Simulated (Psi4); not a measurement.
Cl3OSi (SMILES [O][Si](Cl)(Cl)Cl), doublet, geometry from GFN2-xTB; M06-2X/def2-SVP (Psi4).

Psi4 was given this input:
```
memory 2 GB

molecule mol {
0 2
O 
Si 1 1.521905
Cl 2 2.075520 1 115.527884
Cl 2 2.075520 1 115.527884 3 -120.000000
Cl 2 2.075520 1 115.527884 4 -120.000000
}

set {
  basis def2-svp
  reference uks
}

energy('m06-2x')
print_variables()
```

It wrote (shortened):

```
   => Loading Basis Set <=

    Name: DEF2-SVP
    Role: ORBITAL
    Keyword: BASIS

         ---------------------------------------------------------
                                   SCF
               by Justin Turney, Rob Parrish, Andy Simmonett
                          and Daniel G. A. Smith
                              UKS Reference
         ---------------------------------------------------------

  ==> Geometry <==

    Molecular point group: cs
    Full point group: C3v

    Geometry (in Angstrom), charge = 0, multiplicity = 2:

       Center              X                  Y                   Z               Mass
    ------------   -----------------  -----------------  -----------------  -----------------
         O            0.000000000000    -1.988665178851     0.000000000000    15.994914619570
         SI           0.000000000000    -0.466760178851     0.000000000000    27.976926534650
         CL           0.936449366650     0.427685797831    -1.621977881754    34.968852682000
         CL           0.936449366650     0.427685797831     1.621977881754    34.968852682000
         CL          -1.872898733300     0.427685797831     0.000000000000    34.968852682000

  Running in cs symmetry.

  Rotational constants: A =      0.06186  B =      0.06186  C =      0.04581 [cm^-1]
  Rotational constants: A =   1854.37267  B =   1854.37267  C =   1373.36498 [MHz]
  Nuclear repulsion =  433.038239074524370

  Charge       = 0
  Multiplicity = 2
  Electrons    = 73
  Nalpha       = 37
  Nbeta        = 36

  ==> Algorithm <==

  SCF Algorithm Type is DF.
  DIIS enabled.
  MOM disabled.
  Fractional occupation disabled.
  Guess Type is SAD.
  Energy threshold   = 1.00e-06
  Density threshold  = 1.00e-06
  Integral threshold = 1.00e-12

  ==> Primary Basis <==

  Basis Set: DEF2-SVP
    Blend: DEF2-SVP
    Number of shells: 38
    Number of basis functions: 86
    Number of Cartesian functions: 91
    Spherical Harmonics?: true
    Max angular momentum: 2

  ==> DFT Potential <==

   => LibXC <=

    Version 7.1.2
    S. Lehtola, C. Steigemann, M. J. T. Oliveira, and M. A. L. Marques,  SoftwareX 7, 1–5 (2018) (10.1016/j.softx.2017.11.002)

   => Composite Functional: M06-2X <=

    Hybrid M06-2X Meta-GGA XC Functional  (10.1007/s00214-007-0310-x)
    Y. Zhao and D. G. Truhlar,  Theor. Chem. Acc., 120, 215, 2008

    Deriv               =              1
    GGA                 =           TRUE
    Meta                =           TRUE

    Exchange Hybrid     =           TRUE
    MP2 Hybrid          =          FALSE

   => Exchange Functionals <=

    1.0000   XC_HYB_MGGA_X_M06_2X

   => Exact (HF) Exchange <=

    0.5400               HF

   => Correlation Functionals <=

    1.0000   XC_MGGA_C_M06_2X

   => LibXC Density Thresholds  <==

    XC_MGGA_C_M06_2X:  1.00E-12
    XC_HYB_MGGA_X_M06_2X:  1.00E-15

   => Molecular Quadrature <=

    Radial Scheme          =       TREUTLER
    Pruning Scheme         =           NONE
    Nuclear Scheme         =       TREUTLER

    Blocking Scheme        =         OCTREE
    BS radius alpha        =              1
    Pruning alpha          =              1
    Radial Points          =             75
    Spherical Points       =            302
    Total Points           =         105215
    Total Blocks           =            873
    Max Points             =            256
    Max Functions          =             79
    Weights Tolerance      =       1.00E-15

   => Loading Basis Set <=

    Name: (DEF2-SVP AUX)
    Role: JKFIT
    Keyword: DF_BASIS_SCF

  ==> Integral Setup <==

  SCF_SUBTYPE=INCORE selected. In-core MEM_DF algorithm will be used.
  Using in-core AOs.

  ==> MemDFJK: Density-Fitted J/K Matrices <==

    J tasked:                   Yes
    K tasked:                   Yes
    wK tasked:                   No
    Algorithm:                 Core
    Schwarz Cutoff:           1E-12
    Mask sparsity (%):       3.8399
    Fitting Condition:        1E-10

   => Auxiliary Basis Set <=

  Basis Set: (DEF2-SVP AUX)
    Blend: DEF2-UNIVERSAL-JKFIT
    Number of shells: 177
    Number of basis functions: 589
    Number of Cartesian functions: 713
    Spherical Harmonics?: true
    Max angular momentum: 4

  Minimum eigenvalue in the overlap matrix is 1.1606719561E-02.
  Reciprocal condition number of the overlap matrix is 3.2963886260E-03.
    Using symmetric orthogonalization.

  ==> Pre-Iterations <==

  SCF Guess: Superposition of Atomic Densities via on-the-fly atomic UHF (no occupation information).

   -------------------------
    Irrep   Nso     Nmo
   -------------------------
     A'        54      54
     A"        32      32
   -------------------------
    Total      86      86
   -------------------------

  ==> Iterations <==

                           Total Energy        Delta E     RMS |[F,P]|

   @DF-UKS iter SAD: -1744.50312719935437   -1.74450e+03   0.00000e+00
    Occupation by irrep:
             Ap   App
    DOCC [    23,   13 ]
    SOCC [     1,    0 ]
    NA   [    24,   13 ]
    NB   [    23,   13 ]

   @DF-UKS iter   1: -1744.43632556913167    6.68016e-02   1.16093e-02 DIIS/ADIIS
   @DF-UKS iter   2: -1743.18419691408326    1.25213e+00   2.80178e-02 DIIS/ADIIS
   @DF-UKS iter   3: -1744.64112525842961   -1.45693e+00   7.00175e-03 DIIS/ADIIS
   @DF-UKS iter   4: -1744.72488314497400   -8.37579e-02   2.32863e-03 DIIS/ADIIS
   @DF-UKS iter   5: -1744.73447346177682   -9.59032e-03   8.66403e-04 DIIS/ADIIS
   @DF-UKS iter   6: -1744.73626083060071   -1.78737e-03   1.68631e-04 DIIS/ADIIS
   @DF-UKS iter   7: -1744.73633201726693   -7.11867e-05   4.21458e-05 DIIS
   @DF-UKS iter   8: -1744.73634180591307   -9.78865e-06   1.26797e-05 DIIS
   @DF-UKS iter   9: -1744.73634298090292   -1.17499e-06   8.35790e-06 DIIS
   @DF-UKS iter  10: -1744.73634330310892   -3.22206e-07   2.95466e-06 DIIS
   @DF-UKS iter  11: -1744.73634336520445   -6.20955e-08   8.34082e-07 DIIS
  Energy and wave function converged.

  ==> Post-Iterations <==

   Electrons on quadrature grid:
      Nalpha   =   37.0000015926 ; deviation = 1.593e-06
      Nbeta    =   36.0000002322 ; deviation = 2.322e-07
      Ntotal   =   73.0000018248 ; deviation = 1.825e-06

   @Spin Contamination Metric:   4.165662681E-03
   @S^2 Expected:                7.500000000E-01
   @S^2 Observed:                7.541656627E-01
   @S   Expected:                5.000000000E-01
   @S   Observed:                5.000000000E-01

    Orbital Energies [Eh]
    ---------------------

    Alpha Occupied:

[...]
      13App   -0.389129

    Alpha Virtual:

[...]
      54Ap     3.188766

    Beta Occupied:

[...]
    Beta Virtual:

[...]
    Final Occupation by Irrep:
             Ap   App
    DOCC [    23,   13 ]
    SOCC [     1,    0 ]
    NA   [    24,   13 ]
    NB   [    23,   13 ]

  @DF-UKS Final Energy: -1744.73634336520445

   => Energetics <=

    Nuclear Repulsion Energy =            433.0382390745243697
    One-Electron Energy =               -3272.7011950646228797
    Two-Electron Energy =                1149.1029303353432169
    DFT Exchange-Correlation Energy =     -54.1763177104491760
    Empirical Dispersion Energy =           0.0000000000000000
    VV10 Nonlocal Energy =                  0.0000000000000000
    Total Energy =                      -1744.7363433652044478

  UHF NO Occupations:
  HONO-2 :   13App 1.9996461
  HONO-1 :   23 Ap 1.9987577
  HONO-0 :   24 Ap 1.0000000
  LUNO+0 :   25 Ap 0.0012423
  LUNO+1 :   14App 0.0003539
  LUNO+2 :   26 Ap 0.0002505
  LUNO+3 :   27 Ap 0.0001886

Computation Completed

Properties will be evaluated at   0.000000,   0.000000,   0.000000 [a0]

Properties computed using the SCF density matrix

 Multipole Moments:

 ------------------------------------------------------------------------------------
     Multipole            Electronic (a.u.)      Nuclear  (a.u.)        Total (a.u.)
 ------------------------------------------------------------------------------------

 L = 1.  Multiply by 2.5417464519 to convert [e a0] to [Debye]
 Dipole X            :         -0.1145332            0.0000000           -0.1145332
 Dipole Y            :          0.9566589           -1.1942847           -0.2376258
 Dipole Z            :          0.0000000            0.0000000            0.0000000
 Magnitude           :                                                    0.2637876

 ------------------------------------------------------------------------------------

  Variable Map:
  ----------------------------------------------------------------------------
[...]
  Array Variable Map:
  ----------------------------------------------------------------------------
[...]
[...]
```
